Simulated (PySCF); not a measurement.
**First hyperpolarisability: SMILES O=CC1=CC=C([SiH3])[SiH2]1, C5H8OSi2**

Cartesian coordinates in Å; atom numbers follow the order of the lines, from 1:
```xyz
16

O    -3.6642    0.9730    0.0501
C    -3.0027    0.0929    0.5546
C    -1.5831   -0.0590    0.3718
C    -0.8335   -1.0381    0.9297
C     0.5746   -1.0131    0.6195
C     1.0146   -0.0265   -0.1906
Si    2.8073    0.1714   -0.7094
Si   -0.4755    1.0623   -0.6738
H    -3.4792   -0.6689    1.2079
H    -1.2386   -1.8077    1.5742
H     1.2215   -1.7725    1.0383
H     2.8816    0.0820   -2.1691
H     3.6183   -0.8862   -0.1013
H     3.2794    1.4838   -0.2631
H    -0.7671    0.9966   -2.1029
H    -0.3610    2.4192   -0.1471
```

Theory: PySCF 2.14.0, quadratic response B3LYP/def2-SVPD first hyperpolarisability, Taylor convention, gas phase. Geometry: GFN2-xTB.

(1) What is the first hyperpolarisability, and how does it disperse?

Answers

(1) In au, Taylor convention; the vector part is βᵢ = ⅓ Σⱼ (βᵢⱼⱼ + βⱼᵢⱼ + βⱼⱼᵢ); β∥ is 3/5 of the vector part along the dipole, the dipole points from − to +:
| process | λ (nm) | β vector norm | β∥ | β HRS | depolarisation ratio |
| --- | --- | --- | --- | --- | --- |
| static β(0;0,0) | ∞ | 338.0 | 99.4 | 155.2 | 3.75 |
| second harmonic β(−2ω;ω,ω) | 1550 | 463.9 | 146.7 | 207.0 | 4.04 |
| Pockels β(−ω;ω,0) | 1550 | 374.7 | 113.1 | – | – |
| second harmonic β(−2ω;ω,ω) | 1064 | 687.3 | 232.4 | 299.3 | 4.32 |
| Pockels β(−ω;ω,0) | 1064 | 421.8 | 130.7 | – | – |
| Pockels β(−ω;ω,0) | 694.3 | 579.3 | 190.7 | – | – |

Second harmonics within 0.3 eV of the first excitation or beyond it are left out.

Q: Which lowest excitations, dipole and polarisabilities go with it?

A: S1 3.07 eV (f = 0.000); S2 3.87 eV (f = 0.257); S3 4.28 eV (f = 0.000); dipole 3.50 D; isotropic α 120.4 au static, 121.5 au at 1550 nm, 122.8 au at 1064 nm, 125.2 au at 775 nm, 126.6 au at 694.3 nm, 132.6 au at 532 nm.
